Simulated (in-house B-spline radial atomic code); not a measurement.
**The rubidium ion Rb¹⁰⁺: [Ar] 3d9**

Computed with a B-spline radial code for spherical atoms: Dirac-Kohn-Sham PBE0, spherical fractional occupations, exact exchange averaged over the configuration, Fermi nucleus of rms radius 4.2036 fm.

Effective charges: Z_r = [3n² - l(l+1)]/(2<r>) from the radius, Z_e = n√(-2ε) from the energy, and Slater's rules. Values are occupation-weighted means over j. An effective charge above Z reflects the relativistic contraction of the inner shells.

```json
{"shell": "1s", "electrons": "2", "ε (eV)": "-15304", "<r> (bohr)": "0.04029", "Z_r": "37.23", "Z_e": "33.54", "Slater": "36.70"}
{"shell": "2s", "electrons": "2", "ε (eV)": "-2238.1", "<r> (bohr)": "0.1773", "Z_r": "33.84", "Z_e": "25.65", "Slater": "32.85"}
{"shell": "2p", "electrons": "6", "ε (eV)": "-2007.2", "<r> (bohr)": "0.1548", "Z_r": "32.29", "Z_e": "24.29", "Slater": "32.85"}
{"shell": "3s", "electrons": "2", "ε (eV)": "-502.86", "<r> (bohr)": "0.5018", "Z_r": "26.90", "Z_e": "18.24", "Slater": "25.75"}
{"shell": "3p", "electrons": "6", "ε (eV)": "-427.48", "<r> (bohr)": "0.5064", "Z_r": "24.68", "Z_e": "16.82", "Slater": "25.75"}
{"shell": "3d", "electrons": "9", "ε (eV)": "-303.65", "<r> (bohr)": "0.4972", "Z_r": "21.12", "Z_e": "14.17", "Slater": "16.20"}
```

The least bound orbital is 3d5/2 at -303 eV, while the most diffuse is 3p3/2 (<r> = 0.5095 bohr against 0.4984 bohr): energy order and size order differ.

Spin-orbit splittings of the orbital energies (j = l + 1/2 above j = l - 1/2 when positive): 2p 61.01 eV, 3p 9.665 eV, 3d 1.704 eV.

For the 1s electron the small component carries 1.81 % of the norm, the zero-frequency Breit interaction raises the level by 25.73 eV, self-energy by 13.76 eV, and vacuum polarisation lowers it by 1.456 eV.
